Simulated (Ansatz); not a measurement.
Relaxation of ClF₃H₄O₃W (12 atoms, charge 0, multiplicity 1), to a largest force component of 0.03 eV/Å in at most 50 steps.

Computed with Ansatz 0.2.0, RHF/def2-SVP.

```xyz
12
Properties=species:S:1:pos:R:3:forces:R:3
W -0.150 -0.055 0.192 -0.29 -0.21 0.20
Cl 0.010 0.380 2.527 -0.02 -0.08 -0.22
F 1.586 -0.700 0.413 0.03 -0.01 0.04
F -0.406 1.799 0.096 0.00 0.06 0.00
O -1.985 -0.137 0.180 -0.01 0.03 -0.04
H -2.494 -0.934 0.265 0.02 0.00 0.00
O -0.472 -1.921 0.208 0.03 0.02 0.00
H 0.279 -2.498 0.269 0.01 -0.02 -0.01
O 0.234 0.137 -1.595 0.01 0.02 0.01
H 0.429 0.937 -2.070 -0.01 -0.01 -0.02
F 2.140 1.889 0.767 0.10 0.18 0.30
H 1.827 1.958 1.619 0.15 0.02 -0.27
```

Task: Where does it end, and by what steps?

Result: It converged. After 36 steps the energy has fallen by 0.651 eV; F11 moved furthest, 1.62 Å.

```tsv
step	energy less start (eV)	largest force component (eV/Å)	accepted
0	0.0000	0.305	yes
2	-0.0692	0.211	yes
4	-0.0780	0.566	yes
6	-0.1254	0.410	yes
8	-0.1641	0.382	yes
10	-0.1990	2.208	no
12	-0.2668	0.473	yes
14	-0.3091	1.980	yes
16	-0.4049	0.643	yes
18	-0.4297	0.510	yes
20	-0.4417	0.265	yes
22	-0.4555	0.623	yes
24	-0.4944	0.624	yes
26	-0.5661	0.874	yes
28	-0.6097	1.150	no
30	-0.6429	0.259	yes
32	-0.6497	0.088	yes
34	-0.6507	0.055	yes
36	-0.6510	0.019	yes
```

```xyz
12
Properties=species:S:1:pos:R:3
W -0.102 -0.422 0.438
Cl -0.942 -0.887 2.613
F 1.531 -0.986 1.145
F 0.367 1.281 1.174
O -1.803 0.104 0.029
H -2.669 0.209 0.398
O -0.306 -2.122 -0.191
H 0.148 -2.954 -0.179
O 0.664 0.254 -1.074
H 1.113 1.083 -1.246
F 1.673 2.746 -0.527
H 1.322 2.551 0.293
```

Time of the run: 100 s on 4 threads of Arm Neoverse V1, with other jobs on the host, peak memory 0.48 GiB.
